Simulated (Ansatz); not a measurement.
CH3Cl2Ga, SMILES `[CH3][Ga]([Cl])[Cl]`. The species carries charge 0 and has multiplicity 1. Geometry: relaxed with PBE0-D4/def2-TZVP.

```xyz
7

C    -0.330    0.553    0.776
Ga    0.310   -0.523   -0.710
Cl    0.853    0.322   -2.597
Cl    0.531   -2.647   -0.620
H    -0.445   -0.061    1.669
H     0.374    1.362    0.971
H    -1.293    0.995    0.512
```

Q: What is the dipole moment at B3LYP/def2-TZVPP? (An estimate is asked.)

A: Ansatz gave: 2.77 D, with components (-0.91, 1.52, 2.12) D in this frame, pointing from negative to positive charge.

Q: And with PBE, r2SCAN, ωB97M-V? (Best estimate.)

A: Ansatz gave: PBE 2.71 D, r2SCAN 2.80 D, ωB97M-V 2.75 D.

Q: Give the Mulliken charges with B3LYP, ωB97M-V, PBE in def2-TZVPP. (Estimate.)

A: Computed: 
```csv
atom,B3LYP,ωB97M-V,PBE
C1,-0.37,-0.46,-0.36
Ga2,0.55,0.56,0.49
Cl3,-0.26,-0.25,-0.24
Cl4,-0.26,-0.25,-0.24
H5,0.12,0.14,0.12
H6,0.11,0.13,0.12
H7,0.11,0.13,0.11
```

B3LYP here is the variant with VWN-RPA as its local correlation; programs differ in this.
